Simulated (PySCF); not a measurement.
C8H12, charge -1, doublet (typed; the unrestricted solution is spin-contaminated), geometry from GFN2-xTB (a state made from the parent by changing its charge; the spin is typed, not shown lowest), with bond 13-4 at 1.6 times its length; DF-HF/6-31G run with PySCF.

Here is a job for PySCF.
```python
from pyscf import gto, scf

mol = gto.M(
    atom='''
C    -0.69087412   -1.74553618   -0.18585767
C     0.68862544   -1.74702532   -0.18012278
C     1.52375294   -0.58781095   -0.54879789
C     1.52040289    0.58452485    0.56145313
C     0.69087412    1.74553618    0.18585767
C    -0.68862544    1.74702532    0.18012278
C    -1.52375294    0.58781095    0.54879789
C    -1.52040289   -0.58452485   -0.56145313
H    -1.20491430   -2.57513596    0.29530008
H     1.19685513   -2.57772862    0.30528478
H     1.17729101   -0.12804771   -1.47804495
H     2.56346734   -0.90412835   -0.69801976
H     3.18299211    1.08704221    0.81403561
H     1.16523511    0.12551900    1.48778336
H     1.20491430    2.57513596   -0.29530008
H    -1.19685513    2.57772862   -0.30528478
H    -1.17729101    0.12804771    1.47804495
H    -2.56346734    0.90412835    0.69801976
H    -1.16523511   -0.12551900   -1.48778336
H    -2.55952115   -0.89859820   -0.71931718
''',
    basis='6-31g',
    charge=-1,
    spin=1,
    verbose=4,
)

mf = scf.UHF(mol)
mf.conv_tol = 1e-11
mf = mf.density_fit(auxbasis='def2-universal-jkfit')
mf.kernel()
mf.analyze()
```

It wrote (shortened):

```
PySCF version 2.14.0

[INPUT] verbose = 4
[INPUT] num. atoms = 20
[INPUT] num. electrons = 61
[INPUT] charge = -1
[INPUT] spin (= nelec alpha-beta = 2S) = 1
[INPUT] symmetry False subgroup None
[INPUT] Mole.unit = angstrom
[INPUT] Symbol           X                Y                Z      unit          X                Y                Z       unit  Magmom
[...]
nuclear repulsion = 362.818798036329
number of shells = 64
number of NR pGTOs = 224
number of NR cGTOs = 96
basis = 6-31g
ecp = {}

******** <class 'pyscf.df.df_jk.DFUHF'> ********
method = DFUHF
initial guess = minao
damping factor = 0
level_shift factor = 0
DIIS = <class 'pyscf.scf.diis.CDIIS'>
diis_start_cycle = 1
diis_space = 8
diis_damp = 0
SCF conv_tol = 1e-11
SCF conv_tol_grad = None
SCF max_cycles = 50
direct_scf = False
number electrons alpha = 31  beta = 30
Set gradient conv threshold to 3.16228e-06
******** <class 'pyscf.df.df.DF'> ********
auxbasis = def2-universal-jkfit
init E= -311.257394052753

cycle= 1 E= -309.453599847089  delta_E=  1.8  |g|= 0.291  |ddm|= 3.07
cycle= 2 E= -309.523539047776  delta_E= -0.0699  |g|= 0.0869  |ddm|= 0.515
cycle= 3 E= -309.53050255054  delta_E= -0.00696  |g|= 0.0455  |ddm|= 0.259
cycle= 4 E= -309.532379749922  delta_E= -0.00188  |g|= 0.0149  |ddm|= 0.0939
cycle= 5 E= -309.533380185814  delta_E= -0.001  |g|= 0.0141  |ddm|= 0.103
cycle= 6 E= -309.53411787308  delta_E= -0.000738  |g|= 0.0121  |ddm|= 0.0812
cycle= 7 E= -309.535649801583  delta_E= -0.00153  |g|= 0.00922  |ddm|= 0.205
cycle= 8 E= -309.53639276842  delta_E= -0.000743  |g|= 0.00765  |ddm|= 0.131
cycle= 9 E= -309.536736364712  delta_E= -0.000344  |g|= 0.00754  |ddm|= 0.0597
cycle= 10 E= -309.536944760084  delta_E= -0.000208  |g|= 0.00731  |ddm|= 0.0332
cycle= 11 E= -309.537093280447  delta_E= -0.000149  |g|= 0.00751  |ddm|= 0.0235
cycle= 12 E= -309.536739448876  delta_E= 0.000354  |g|= 0.00736  |ddm|= 0.0531
cycle= 13 E= -309.536313567831  delta_E= 0.000426  |g|= 0.00703  |ddm|= 0.0764
cycle= 14 E= -309.536019335722  delta_E= 0.000294  |g|= 0.00643  |ddm|= 0.0903
cycle= 15 E= -309.53632143736  delta_E= -0.000302  |g|= 0.00636  |ddm|= 0.0355
cycle= 16 E= -309.536416121216  delta_E= -9.47e-05  |g|= 0.00605  |ddm|= 0.0633
cycle= 17 E= -309.536948423434  delta_E= -0.000532  |g|= 0.00555  |ddm|= 0.0667
cycle= 18 E= -309.537106973927  delta_E= -0.000159  |g|= 0.00633  |ddm|= 0.145
cycle= 19 E= -309.537116729843  delta_E= -9.76e-06  |g|= 0.00618  |ddm|= 0.0128
cycle= 20 E= -309.536898253403  delta_E= 0.000218  |g|= 0.00553  |ddm|= 0.0549
cycle= 21 E= -309.536957144411  delta_E= -5.89e-05  |g|= 0.00424  |ddm|= 0.0919
cycle= 22 E= -309.536739783118  delta_E= 0.000217  |g|= 0.00285  |ddm|= 0.0758
cycle= 23 E= -309.536591662146  delta_E= 0.000148  |g|= 0.00209  |ddm|= 0.0629
cycle= 24 E= -309.53656586953  delta_E= 2.58e-05  |g|= 0.00136  |ddm|= 0.0406
cycle= 25 E= -309.536547177634  delta_E= 1.87e-05  |g|= 0.000939  |ddm|= 0.0319
cycle= 26 E= -309.536542171642  delta_E= 5.01e-06  |g|= 0.000658  |ddm|= 0.0247
cycle= 27 E= -309.536539267591  delta_E= 2.9e-06  |g|= 0.000381  |ddm|= 0.0233
cycle= 28 E= -309.536538904978  delta_E= 3.63e-07  |g|= 0.000196  |ddm|= 0.013
cycle= 29 E= -309.536538825117  delta_E= 7.99e-08  |g|= 7.09e-05  |ddm|= 0.00523
cycle= 30 E= -309.536538811248  delta_E= 1.39e-08  |g|= 3.79e-05  |ddm|= 0.00123
cycle= 31 E= -309.536538814102  delta_E= -2.85e-09  |g|= 2.27e-05  |ddm|= 0.000324
cycle= 32 E= -309.536538809872  delta_E= 4.23e-09  |g|= 1.74e-05  |ddm|= 0.000249
cycle= 33 E= -309.536538805237  delta_E= 4.63e-09  |g|= 1.49e-05  |ddm|= 0.000262
cycle= 34 E= -309.536538802844  delta_E= 2.39e-09  |g|= 1.35e-05  |ddm|= 0.000142
cycle= 35 E= -309.536538800551  delta_E= 2.29e-09  |g|= 1.26e-05  |ddm|= 0.000134
cycle= 36 E= -309.536538798196  delta_E= 2.36e-09  |g|= 1.18e-05  |ddm|= 0.00014
cycle= 37 E= -309.536538793355  delta_E= 4.84e-09  |g|= 1.06e-05  |ddm|= 0.000312
cycle= 38 E= -309.536538787248  delta_E= 6.11e-09  |g|= 8.9e-06  |ddm|= 0.000479
[...]
SCF not converged.
Total Energy =                        -309.536538777045223
[...]
spin_pop of  5 C 2py       0.04540
spin_pop of  5 C 2pz       0.18583
spin_pop of  5 C 3px       0.00010
spin_pop of  5 C 3py       0.00053
spin_pop of  5 C 3pz       0.00157
spin_pop of  6 C 1s       -0.00000
spin_pop of  6 C 2s        0.00745
spin_pop of  6 C 3s        0.00021
spin_pop of  6 C 2px      -0.00111
spin_pop of  6 C 2py       0.00900
spin_pop of  6 C 2pz       0.01242
spin_pop of  6 C 3px       0.00038
spin_pop of  6 C 3py       0.00011
spin_pop of  6 C 3pz       0.00100
spin_pop of  7 C 1s        0.00000
spin_pop of  7 C 2s       -0.00626
spin_pop of  7 C 3s        0.00006
spin_pop of  7 C 2px      -0.01083
spin_pop of  7 C 2py      -0.01555
spin_pop of  7 C 2pz      -0.01026
spin_pop of  7 C 3px       0.00039
spin_pop of  7 C 3py       0.00038
spin_pop of  7 C 3pz       0.00127
spin_pop of  8 H 1s       -0.03267
spin_pop of  8 H 2s        0.00033
spin_pop of  9 H 1s       -0.00170
spin_pop of  9 H 2s        0.00035
spin_pop of  10 H 1s       -0.00338
spin_pop of  10 H 2s       -0.00013
spin_pop of  11 H 1s        0.01273
spin_pop of  11 H 2s        0.00060
spin_pop of  12 H 1s        0.40379
spin_pop of  12 H 2s        0.01745
spin_pop of  13 H 1s       -0.00729
spin_pop of  13 H 2s        0.00061
spin_pop of  14 H 1s        0.00935
spin_pop of  14 H 2s        0.00047
spin_pop of  15 H 1s       -0.00835
spin_pop of  15 H 2s        0.00044
spin_pop of  16 H 1s        0.00285
spin_pop of  16 H 2s       -0.00009
spin_pop of  17 H 1s       -0.00101
spin_pop of  17 H 2s        0.00005
spin_pop of  18 H 1s        0.01947
spin_pop of  18 H 2s        0.00040
spin_pop of  19 H 1s        0.00501
spin_pop of  19 H 2s        0.00002
 ** Mulliken Spin Density (per atom)  **
spin density of  0 C =      0.54034
spin density of  1 C =      0.10481
spin density of  2 C =     -0.00469
spin density of  3 C =     -0.08475
spin density of  4 C =     -0.22905
spin density of  5 C =      0.26539
spin density of  6 C =      0.02945
spin density of  7 C =     -0.04080
spin density of  8 H =     -0.03233
spin density of  9 H =     -0.00135
spin density of  10 H =     -0.00351
spin density of  11 H =      0.01333
spin density of  12 H =      0.42124
spin density of  13 H =     -0.00668
spin density of  14 H =      0.00982
spin density of  15 H =     -0.00791
spin density of  16 H =      0.00276
spin density of  17 H =     -0.00096
spin density of  18 H =      0.01986
spin density of  19 H =      0.00503
 ** Mulliken pop alpha/beta on meta-lowdin orthogonal AOs **
 ** Mulliken pop       alpha | beta **
In total            31.00000 | 30.00000
 ** Mulliken atomic charges   ( Nelec_alpha | Nelec_beta ) **
charge of  0C =     -0.28276  (     3.41155      2.87121 )
charge of  1C =     -0.29742  (     3.20112      3.09630 )
charge of  2C =     -0.15899  (     3.07715      3.08184 )
charge of  3C =     -0.14462  (     3.02994      3.11469 )
charge of  4C =     -0.12139  (     2.94617      3.17522 )
charge of  5C =     -0.13960  (     3.20250      2.93711 )
charge of  6C =     -0.19057  (     3.11001      3.08056 )
charge of  7C =     -0.15074  (     3.05497      3.09577 )
charge of  8H =      0.04194  (     0.46287      0.49520 )
charge of  9H =      0.04626  (     0.47620      0.47755 )
charge of  10H =      0.06900  (     0.46374      0.46725 )
charge of  11H =      0.06723  (     0.47305      0.45972 )
charge of  12H =     -0.25511  (     0.83818      0.41693 )
charge of  13H =      0.08865  (     0.45234      0.45902 )
charge of  14H =      0.08461  (     0.46260      0.45278 )
charge of  15H =      0.06617  (     0.46296      0.47087 )
charge of  16H =      0.09334  (     0.45471      0.45195 )
charge of  17H =      0.05744  (     0.47080      0.47176 )
charge of  18H =      0.06939  (     0.47524      0.45537 )
charge of  19H =      0.05717  (     0.47393      0.46890 )

WARN: System has nonzero charge -1; the dipole moment is origin-dependent.
Location of origin: [0. 0. 0.]

Dipole moment(X, Y, Z, Debye): -4.18372,  1.74617, -0.55264
```

The run did not converge; its last values are not results.
